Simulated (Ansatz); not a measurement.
A CCSD(T) single point on `[F][In]([SH])[SH]`.

```yaml
crystal:
  periodic: [false, false, false]
  atoms:
    - {symbol: F, position_ang: [-0.767913, -2.087525, 0.493625]}
    - {symbol: In, position_ang: [-0.263248, -0.258075, 0.062147]}
    - {symbol: S, position_ang: [2.069813, 0.081278, -0.034017]}
    - {symbol: S, position_ang: [-2.073128, 1.215183, -0.265040]}
    - {symbol: H, position_ang: [2.300076, -1.210384, 0.263211]}
    - {symbol: H, position_ang: [-1.265589, 2.259523, -0.519936]}
basis:
  gaussian: {orbitals: def2-TZVPP}
correlation: {method: ccsd_t}
output: {orbitals: {seedname: orbitals}}
```

```sh
$ ansatz run in.yaml --threads 4 --pin off --events-out ev --progress --plain --max-ram 10444MiB
```

Log, shortened:

```
Functional definition: HF
1320 factors; integrals over basis functions are off by at most 1.1e-3 eV
mean field evaluation 1: about -29522.8142 eV, gradient 3.7e1 eV
mean field evaluation 2: about -29522.8832 eV, gradient 3.7e1 eV
mean field evaluation 4: about -29525.7629 eV, gradient 2.7e0 eV
mean field evaluation 8: about -29525.8194 eV, gradient 3.4e-1 eV
mean field evaluation 16: about -29525.8202 eV, gradient 1.6e-6 eV
mean field -29525.82021410 eV, -1085.0538795483 hartree, gradient 1.6e-6 eV, S^2 0.000000; 0 other end points of the search recorded, 0 dependent functions left out
15 core orbitals not correlated: weight in the atoms' cores, before any rotation towards them, 1.000 or more for the frozen orbitals, at most 0.000 for the correlated occupied ones
reference -29525.82021410 eV, -1085.0538795483 hartree; 17, 17 occupied and 161, 161 virtual orbitals, 1320 factors
second order -24.05543191 eV of doubles, -0.00000000 eV of singles
cycle   1  -24.07409563 eV  change   -1.9e-2 eV  update   1.2e-1
cycle   2  -24.63000205 eV  change   -5.6e-1 eV  update   3.9e-2
cycle   3  -24.77493894 eV  change   -1.4e-1 eV  update   2.3e-2
cycle   4  -24.76973548 eV  change    5.2e-3 eV  update   6.5e-3
cycle   5  -24.76160789 eV  change    8.1e-3 eV  update   2.6e-3
cycle   6  -24.76199548 eV  change   -3.9e-4 eV  update   8.7e-4
cycle   7  -24.76195070 eV  change    4.5e-5 eV  update   2.8e-4
cycle   8  -24.76181566 eV  change    1.4e-4 eV  update   8.9e-5
cycle   9  -24.76183892 eV  change   -2.3e-5 eV  update   3.3e-5
perturbative correction -0.94796207 eV, -0.0348369634 hartree
Total energy: -29551.53001508 eV, -1085.9986973076 hartree
```

Run time 53 s (4 threads of an Arm Neoverse V2 on a shared host); peak host memory 2.3 GiB.

MP2 recovers 93.6 % of the CCSD(T) correlation energy and the triples give 3.7 %; T1 = 0.0149.
